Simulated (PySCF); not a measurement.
# Level sweep

Species: BrFGeH2.
Cartesian coordinates in Å at the PBE0-D3(BJ)/def2-SVP level; atoms count from 1:
```
atom  x, y, z in Å
F1    -0.6274    1.3811   -0.2743
Ge2    0.1485   -0.1637   -0.1275
Br3    2.4094    0.2013   -0.1171
H4    -0.2682   -0.7472    1.2246
H5    -0.2195   -0.9701   -1.3751
```

PySCF, dipoles from the SCF density, polarisabilities from static response with core orbitals frozen. Isolated species at its PBE0-D3(BJ)/def2-SVP geometry, gas phase. The LDA/def2-SVPD calculation is non-relativistic and has no spin–orbit coupling, an omission that weighs most on bromine and germanium.

The anisotropy is √(½[(α1 − α2)² + (α2 − α3)² + (α3 − α1)²]).

| level | μ (D) | α (Å³) | anisotropy (Å³) |
| --- | --- | --- | --- |
| LDA/def2-SVPD | 2.189 | 8.10 | 2.81 |
| PBE/def2-SVPD | 2.099 | 8.03 | 2.76 |
| B3LYP/def2-SVPD | 2.227 | 7.78 | 2.66 |
| PBE0/def2-SVPD | 2.240 | 7.67 | 2.60 |
| BHandHLYP/def2-SVPD | 2.366 | 7.43 | 2.50 |
| CAM-B3LYP/def2-SVPD | 2.307 | 7.65 | 2.58 |
| wB97X-D/def2-SVPD | 2.291 | 7.62 | 2.53 |
| LC-wPBE/def2-SVPD | 2.317 | 7.48 | 2.47 |
| HF/def2-SVPD | 2.480 | 7.07 | 2.29 |
| PBE0/6-31G* | 2.272 | 5.84 | 3.08 |
| PBE0/def2-SVP | 2.165 | 5.93 | 2.87 |
| PBE0/aug-cc-pVDZ | 2.214 | 7.59 | 2.71 |
| PBE0/def2-TZVP | 2.146 | 7.03 | 2.94 |
| PBE0/def2-TZVPD | 2.176 | 7.75 | 2.63 |
| PBE0/aug-cc-pVTZ | 2.172 | 7.75 | 2.66 |

The dipole runs from 2.10 D (PBE/def2-SVPD) to 2.48 D (HF/def2-SVPD). No reference polarisability is at hand; against PBE0 in the largest diffuse basis at hand (aug-cc-pVTZ) the other PBE0 rows deviate by 6-31G* -25%, def2-SVP -24%, aug-cc-pVDZ -2%, def2-SVPD -1%, def2-TZVP -9%, def2-TZVPD 0%. In one basis (def2-SVPD) the functionals order the polarisability from HF (lowest) to LDA (highest), a spread of 15%. With PBE0 the polarisability is 6.27 Å³ without diffuse functions (mean of 6-31G*, def2-SVP and def2-TZVP) and 7.69 Å³ with them (mean of aug-cc-pVDZ, def2-SVPD, def2-TZVPD and aug-cc-pVTZ).
